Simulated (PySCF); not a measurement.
Compound: C₂H₄ClNSi.
SMILES with atom numbers: `[N:1]#[C:2][SiH2:3][CH2:4][Cl:5]` (hydrogens: H6, H7 on Si3; H8, H9 on C4)

Level of theory: MP2 and CCSD/aug-cc-pVDZ in PySCF, restricted Hartree–Fock reference, frozen core, non-relativistic, gas phase, PBE0-D3(BJ)/def2-SVP geometry.

E(HF) = -880.96851 Eh.

How large is the problem?

159 basis functions and 54 electrons; 13 orbitals frozen, which leaves o = 14 correlated occupied and v = 132 virtual orbitals. That is o·v = 1848 singles and o·v(o·v + 1)/2 = 1708476 distinct closed-shell doubles amplitudes before symmetry; the costliest CCSD step grows as o²v⁴ = 6.0 × 10^10.

What are the MP2 and CCSD correlation energies?

MP2 -0.6850 Eh and CCSD -0.7294 Eh, which gives totals of -881.65354 and -881.69794 Eh. That is 0.709 eV for each correlated electron at CCSD (1915 kJ/mol in all, 0.083 % of the total energy); MP2 gives 93.9 % of the CCSD value.

What is the T1 diagnostic?

0.0121, below the customary warning level of 0.02. It is the norm of the spatial-orbital singles amplitudes over the root of the number of correlated electrons, so the norm is 0.064.

How does correlation change the dipole moment?

HF gives 4.64 D and CCSD (unrelaxed density) 4.24 D, a change of -0.40 D.

No triples correction and no basis-set extrapolation were made.

The job also held the EOM ionisation roots. On an Arm Neoverse V2 with one thread, no GPU (shared host), this took 4.2 min of wall time.

Conformer computed: `[N:1]#[C:2][SiH2:3][CH2:4][Cl:5]`: C2–Si3–C4–Cl5 -63°.

One conformer stands for the species.
